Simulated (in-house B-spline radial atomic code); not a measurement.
Ionisation energies along the 21-electron series, configuration [Ar] 3d3, as differences of self-consistent energies. Dirac energy differences include first-order Breit, QED and recoil terms. NIST's values go from ground level to ground level; the uncertainty of those that are theory runs from under 0.1 % in few-electron ions to several per cent in heavy many-electron ones. Computed with an all-electron radial atomic-structure program (B-spline basis): Dirac-Hartree-Fock, average of the configuration, finite nuclei.

| ion | configuration after | ionisation energy (eV) | IE/(q+1)² (eV) | Breit and QED recoil part (eV) | tabulated value (eV) | tabulated kind | computed minus tabulated (eV) |
| --- | --- | --- | --- | --- | --- | --- | --- |
| Ba35+ | [Ar] 3d2 | 2338.4 | 1.8043 | -0.9084 | 2349 | tabulated theory | -11 |
| La36+ | [Ar] 3d2 | 2460.7 | 1.7974 | -0.98746 | 2473 | tabulated theory | -12 |
| Ce37+ | [Ar] 3d2 | 2586.1 | 1.7909 | -1.0708 | 2600 | tabulated theory | -14 |
| Pr38+ | [Ar] 3d2 | ? | ? | ? | ? | tabulated theory | ? |
| Nd39+ | [Ar] 3d2 | 2846.1 | 1.7788 | -1.2508 | 2861 | tabulated theory | -15 |
| Pm40+ | [Ar] 3d2 | ? | ? | ? | ? | tabulated theory | ? |
| Sm41+ | [Ar] 3d2 | 3118.4 | 1.7678 | -1.4492 | 3137 | tabulated theory | -19 |
| Eu42+ | [Ar] 3d2 | ? | ? | ? | ? | tabulated theory | ? |
| Gd43+ | [Ar] 3d2 | 3403.2 | 1.7578 | -1.667 | 3424 | tabulated theory | -21 |
| Tb44+ | [Ar] 3d2 | 3550.2 | 1.7532 | -1.7835 | 3573 | tabulated theory | -23 |

(1) Fill in the row of Pr38+.

(2) Fill in the row of Pm40+.

(3) Fill in the row of Eu42+.

Where a p, d or f electron is removed, the computed value is a mean over both j, so it misses the tabulated one by a part of the spin-orbit splitting; averaging over terms and missing correlation add to the gap, relatively most at low charge.

Results:

(1) ionisation energy (eV): 2714.5; IE/(q+1)² (eV): 1.7847; Breit and QED recoil part (eV): -1.1585; tabulated value (eV): 2729; computed minus tabulated (eV): -14.

(2) ionisation energy (eV): 2980.7; IE/(q+1)² (eV): 1.7732; Breit and QED recoil part (eV): -1.3476; tabulated value (eV): 2997; computed minus tabulated (eV): -16.

(3) ionisation energy (eV): 3259.3; IE/(q+1)² (eV): 1.7627; Breit and QED recoil part (eV): -1.5556; tabulated value (eV): 3279; computed minus tabulated (eV): -20.
